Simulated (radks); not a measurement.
The numbers below are computed, except where a source is named.
Mo9+, configuration [Ar] 3d10 4s2 4p3 (the NIST ground configuration). Code: a radial shooting solver on a logarithmic mesh with Libxc functionals. Model: scalar-relativistic Kohn-Sham, PBE, spin-polarised, spherical densities, finite nucleus; open shells are filled with parallel spins first (spin-orbit coupling, left out, can overturn this in heavy ions); Fermi nuclear charge, rms radius 4.4091 fm. Some entries of the table are withheld. Estimate them.

| orbital | occ. | eigenvalue (eV) | <1/r> (bohr^-1) |
|---|---|---|---|
| 1s up | 1 | -19985.97 | 43.55 |
| 1s down | 1 | -19985.31 | 43.55 |
| 2s up | 1 | -2961.729 | 9.808 |
| 2s down | 1 | -2961.353 | 9.807 |
| 2p up | 3 | -2665.370 | 9.535 |
| 2p down | 3 | -2664.750 | 9.535 |
| 3s up | 1 | -634.4484 | 3.377 |
| 3s down | 1 | -633.6685 | 3.378 |
| 3p up | 3 | -537.1877 | 3.215 |
| 3p down | 3 | -536.3030 | 3.216 |
| 3d up | 5 | -379.1694 | 2.987 |
| 3d down | 5 | -378.2319 | 2.992 |
| 4s up | 1 | (1) | (2) |
| 4s down | 1 | (3) | (4) |
| 4p up | 3 | (5) | 1.250 |
| 4p down | 0 | (6) | 1.249 |
| 4d up | 0 | -133.0366 | 1.080 |
| 4d down | 0 | -127.8034 | 1.068 |
| 5s up | 0 | -99.0870 | 0.7004 |
| 5s down | 0 | -96.6668 | 0.6948 |

Answer. 
(1) 4s up eigenvalue (eV): -207.5698
(2) 4s up <1/r> (bohr^-1): 1.348
(3) 4s down eigenvalue (eV): -201.8995
(4) 4s down <1/r> (bohr^-1): 1.352
(5) 4p up eigenvalue (eV): -178.1943
(6) 4p down eigenvalue (eV): -172.5455
